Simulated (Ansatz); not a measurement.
Geometry optimisation, RKS B3LYP/def2-SVP (Ansatz 0.2.0).

The input (input.yaml):

```yaml
crystal:
  periodic: [false, false, false]
  atoms:
    - { symbol: C, position_ang: [-0.7193, -1.8605, -0.4213] }
    - { symbol: O, position_ang: [-0.2222, -0.8389, -1.284] }
    - { symbol: B, position_ang: [0.6542, 0.028, -0.5145] }
    - { symbol: "N", position_ang: [2.1988, -0.4036, -0.2723] }
    - { symbol: "N", position_ang: [0.2634, 1.4382, -0.1254] }
    - { symbol: C, position_ang: [-0.8624, 1.4345, 0.8262] }
    - { symbol: F, position_ang: [-1.1053, 2.7093, 1.2534] }
    - { symbol: H, position_ang: [-1.4058, -2.4412, -1.0396] }
    - { symbol: H, position_ang: [-1.3765, -1.3513, 0.4232] }
    - { symbol: H, position_ang: [0.0239, -2.4768, 0.0147] }
    - { symbol: H, position_ang: [2.59442, -0.45575, -1.16612] }
    - { symbol: H, position_ang: [2.13113, -1.37174, 0.14691] }
    - { symbol: H, position_ang: [-0.1018, 1.955, -0.9962] }
    - { symbol: H, position_ang: [-1.8008, 1.0247, 0.3549] }
    - { symbol: H, position_ang: [-0.6147, 0.7916, 1.7271] }
basis:
  gaussian: { orbitals: def2-SVP }
hamiltonian:
  xc: b3lyp
relax:
  f_tol: 0.015
  max_steps: 40
output:
  orbitals: {}
```

Launched with:

```bash
$ ansatz run input.yaml --threads 2 --pin off --max-ram 3072MiB --backend cpu --events-out ev --progress --plain --runs-dir out
```

Problem. Where does it end, and by what steps?

Solution. The forces met the threshold. After 24 steps the energy has fallen by 3.032 eV; F7 moved furthest, 2.26 Å.

```tsv
step	energy less start (eV)	largest force component (eV/Å)	accepted
0	0.0000	4.594	yes
1	-0.7697	2.161	yes
2	-1.1044	1.795	yes
3	-1.4000	1.717	yes
4	-1.6697	1.565	yes
5	-1.9144	1.262	yes
6	-2.1108	1.168	yes
7	-2.2579	1.176	yes
8	-2.3857	0.807	yes
9	-2.4998	0.221	yes
10	-2.5962	0.348	yes
11	-2.6979	0.467	yes
12	-2.7663	0.867	yes
13	-2.8686	0.294	yes
14	-2.9254	0.360	yes
15	-2.9664	0.526	yes
16	-2.9903	0.457	yes
17	-3.0114	0.445	yes
18	-3.0271	0.136	yes
19	-3.0293	0.087	yes
20	-3.0308	0.103	yes
21	-3.0316	0.051	yes
22	-3.0318	0.047	yes
23	-3.0319	0.030	yes
24	-3.0320	0.011	yes
```

```xyz
15
Properties=species:S:1:pos:R:3
C -0.366 -2.445 -1.091
O -0.881 -1.171 -0.805
B -0.161 -0.221 -0.115
N 1.112 -0.471 0.459
N -0.793 1.069 0.017
C -0.256 2.148 0.737
F 0.836 2.758 0.091
H -1.053 -2.956 -1.783
H -0.277 -3.070 -0.182
H 0.629 -2.395 -1.573
H 1.730 0.280 0.739
H 1.558 -1.377 0.455
H -1.541 1.288 -0.631
H -1.010 2.937 0.894
H 0.130 1.808 1.714
```

Whether the end is a true minimum wasn't checked by a vibrational analysis.

Run time: 110 s on 2 threads of Intel(R) Xeon(R) Platinum 8488C (Sapphire Rapids), on a shared host, peak memory 0.41 GiB.
